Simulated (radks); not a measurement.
Results of a calculation; reference values are marked as such.
Coulomb parameter of the 4f shell of the europium ion Eu2+ in the model configuration [Xe] 4f6 6p1, as a second difference U = [E(n + 0.25) + E(n - 0.25) - 2 E(n)] / (0.25)^2 with all orbitals relaxed. "Bare": the charge of the atom changes with n. "Screened": the 6p shell takes up the change at fixed total charge, which measures U(4f,4f) + U(6p,6p) - 2 U(4f,6p). Code: a radial shooting solver on a logarithmic mesh with Libxc functionals. Model: scalar-relativistic Kohn-Sham, r2SCAN, spin-unpolarised, spherical densities, finite nucleus; meta-GGA in the generalised Kohn-Sham scheme; Fermi nuclear charge, rms radius 5.1115 fm.

case                 configuration  E - E(n) (eV)
start                 [Xe] 4f6 6p1          0.000
bare +0.25         [Xe] 4f6.25 6p1         -5.875
bare -0.25         [Xe] 4f5.75 6p1          6.958
screened +0.25  [Xe] 4f6.25 6p0.75         -3.162
screened -0.25  [Xe] 4f5.75 6p1.25          3.688

U(bare) = 17.335 eV, U(screened by 6p) = 8.418 eV, against the Slater integral F0(4f,4f) = 28.819 eV with frozen orbitals.
